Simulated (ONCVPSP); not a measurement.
## Pseudopotential generation for Cu (Z = 29): ONCV, PBEsol, scalar-relativistic.

```json
{
  "Element": "copper",
  "Generator": "ONCVPSP 4.0.1",
  "Type": "optimised norm-conserving Vanderbilt (ONCV)",
  "Functional": "PBEsol",
  "Relativity": "scalar-relativistic",
  "Frozen core": "[Ne]",
  "Valence charge": "19",
  "Reference configuration": "3s2 3p6 3d10 4s1",
  "Partial waves": "3s+4s: rc 1.10 bohr, ncon 4, nbas 8, qcut 9.3 1/bohr, 2 projectors; 3p: rc 0.90 bohr, ncon 4, nbas 8, qcut 11.9 1/bohr, 2 projectors, debl 1.4 Ha; 3d: rc 1.60 bohr, ncon 4, nbas 9, qcut 10.5 1/bohr, 2 projectors, debl 2.4 Ha",
  "Local potential": "polynomial inside 0.85 bohr (lpopt 1, dvloc0 0 Ha)",
  "Core correction": "none"
}
```

In the p channel the program set the typed energies aside and used -2.646, 0.250 Ha.

Q: Does the generator finish with these settings?

A: Yes, a potential is produced and its reference levels are reproduced.

Q: Estimate the cutoffs (Ha) at which the residual kinetic energy of the hardest occupied pseudo-wave falls to 1 and 0.1 mHa per electron.

A: 44 Ha and 51 Ha.

Q: What does a ghost test show?

A: No bound ghost flagged; no localised positive-energy state flagged.

Its largest configuration-test error is +29 meV (3s2 3p6 3d9 4s1). 1 of 4 tests not solved or not reliable.
